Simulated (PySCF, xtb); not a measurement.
C₄H₅, SMILES C=CC=[CH], multiplicity 2. One conformer was computed; it need not be the lowest.

Harmonic wavenumbers (cm⁻¹) from GFN2-xTB (xtb) at its own minimum, in rising order: 129, 289, 459, 524, 659, 741, 870, 916, 922, 1013, 1097, 1216, 1276, 1401, 1646, 1688, 2989, 3067, 3096, 3122, 3188.

Task: What does PBE-D3(BJ)/def2-SVP run with PySCF give at its own minimum? (An estimate is asked for; the answer gives what the named calculation found.)

Result: 170, 281, 468, 564, 693, 806, 867, 889, 907, 992, 1127, 1195, 1260, 1370, 1600, 1636, 3022, 3074, 3091, 3178, 3178. Paired by order, the mean absolute difference is 27 cm⁻¹ and the zero-point energies are 43.3 and 43.4 kcal/mol.
